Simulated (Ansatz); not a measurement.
`CO[SiH2]C` + `CC(=O)O[SiH2]F` → `CO[SiH2]OC(C)=O` + `C[SiH2]F`  (redistribution)

Isolated molecules relaxed with PBE0-D4/def2-TZVP in Ansatz; ΔE leaves out vibrations. CBS: MP2 limit from def2 TZ/QZ plus the TZ coupled-cluster correction, frozen cores. Each species was taken in one conformer, which may not be the lowest.

```tsv
species	MP2/CBS(def2) energy (Eh)
`CO[SiH2]C`	-445.13552
`CC(=O)O[SiH2]F`	-618.38262
`CO[SiH2]OC(C)=O`	-633.56622
`C[SiH2]F`	-429.95418
```

Question: Work out ΔE.

Answer: ΔE = (-633.56622) + (-429.95418) − (-445.13552) − (-618.38262) = -0.00226 Eh = -1.4 kcal/mol. CCSD(T)/CBS gives -1.5 kcal/mol.

Largest T1 diagnostic among the species: 0.014.

In def2-TZVPP, CCSD(T) changes the Hartree–Fock value by +0.7 kcal/mol (the triples alone add +0.1 kcal/mol) and MP2 by +0.8 kcal/mol.
